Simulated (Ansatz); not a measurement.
Energy needed to pull apart AlGeH₅O (SMILES [OH][GeH2][AlH2]), singlet, into free ground-state atoms, from the structure below (displaced at random from a GFN2-xTB minimum); no zero-point or spin–orbit terms; open-shell atoms are treated unrestricted, in their ground-state multiplicity.

O1  (-1.780, 0.721, -0.673)
Ge2  (-0.142, 0.811, -0.030)
Al3  (0.858, -1.286, 0.582)
H4  (-2.065, 0.110, -1.219)
H5  (0.676, 1.543, -1.104)
H6  (-0.333, 2.066, 0.901)
H7  (2.562, -1.295, 0.455)
H8  (0.279, -2.583, 1.058)
(Å)

Ansatz 0.2.0; basis: def2-TZVPP; cores frozen in the correlated methods. Filled d shells of the heavier atoms are correlated. The def2 sets are not built for correlating such inner shells, so the correlated values are less sure here.

```tsv
method	atomization energy (kJ/mol)
SPW92	2401
PBE-D4	2100
r2SCAN-D4	?
PBE0-D4	2078
wB97X-V	2138
wB97M-V	2113
HF	1500
MP2	?
CCSD	2060
CCSD(T)	2085
```

Question: What does r2SCAN-D4 give? (Judge from chemistry; the value comes from the calculation.)

Answer: The calculation gives: 2126 kJ/mol, which is about 40 kJ/mol more than CCSD(T)/def2-TZVPP.

Question: What does MP2 give? (Judge from chemistry; the value comes from the calculation.)

Answer: Computed: 2082 kJ/mol, which is about 3 kJ/mol less than CCSD(T)/def2-TZVPP.

In triple zeta the MP2 and coupled-cluster atomization energies are still short of their basis limit by a few kcal/mol a bond, whereas those of the functionals are nearly converged, so these differences are not deviations from converged CCSD(T).

T1 diagnostic: at most 0.013.

For scale, one of the runs: CCSD(T)/def2-TZVPP forces, 191 basis functions (an equivalent command: `ansatz run in.yaml --threads 4`). Hardware: 4 CPU threads, shared host. Wall time 3.4 min; peak host memory 3.8 GiB.
